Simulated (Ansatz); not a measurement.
A nudged elastic band was laid between two geometries of BCl3 + H2 (6 atoms, charge 0, multiplicity 1).

Theory: RKS PBE-D4/def2-SVP (Ansatz).

* movable images: 5
* climbing image: yes
* spring: 5.0 eV/Å²
* optimiser: quadratic models (default)
* start path: through a guess of the saddle point
* force threshold: 0.05 eV/Å
* iteration limit: 60
* end points: relaxed

First end point:

```xyz
6
Properties=species:S:1:pos:R:3
B -0.011 0.570 0.053
Cl -0.017 0.927 1.770
Cl 1.510 0.425 -0.805
Cl -1.525 0.367 -0.805
H 0.106 -2.640 0.638
H 0.054 -2.320 1.335
```

Last end point:

```xyz
6
Properties=species:S:1:pos:R:3
B 0.022 -0.426 -0.627
Cl 0.004 -0.068 2.582
Cl 1.522 0.418 -0.944
Cl -1.519 0.338 -0.952
H 0.051 -1.580 -0.267
H 0.039 -1.352 2.395
```

Question: Which bonds break or form, and what moves?

Answer: Bonds broken: B1–Cl2, H5–H6. Bonds formed: B1–H5, Cl2–H6. BCl3 + H2 becomes BCl2H + ClH.

Question: What energy profile does the band end with?

Answer: The run converged. The highest image is number 3 of 0 to 6, 1.29 eV above the first end and 0.63 eV above the last; the last end lies 0.67 eV above the first. A vibrational analysis at the climbing image gives one clearly imaginary mode, 662i cm⁻¹: a first-order saddle point. The orbitals stay closed-shell, which can raise the energy where a bond breaks towards radicals; this wasn't checked here.

```csv
image,path coordinate (Å),energy (eV),B1–Cl2 (Å),H5–H6 (Å),B1–H5 (Å)
0,0.00,0.00,1.75,0.77,3.27
1,0.73,0.07,1.76,0.77,2.62
2,1.45,0.52,1.81,0.79,1.90
3,2.18,1.29,2.13,1.08,1.31
4,2.77,0.84,2.70,1.55,1.22
5,3.37,0.68,3.21,2.02,1.21
6,3.96,0.67,3.23,2.67,1.21
```

Question: What is the geometry of the highest image?

Answer: 
```xyz
6
Properties=species:S:1:pos:R:3
B 0.017 -0.327 0.010
Cl 0.010 0.132 2.091
Cl 1.556 0.181 -0.706
Cl -1.538 0.127 -0.705
H 0.040 -1.615 0.256
H 0.033 -1.168 1.241
```

Question: What are the harmonic wavenumbers there?

Answer: 662i, 178, 210, 300, 652, 680, 757, 911, 1009, 1299, 1582, 2154 cm⁻¹.

Run time: 6.1 min on 1 thread of Arm Neoverse V1 (shared host), peak memory 0.14 GiB.
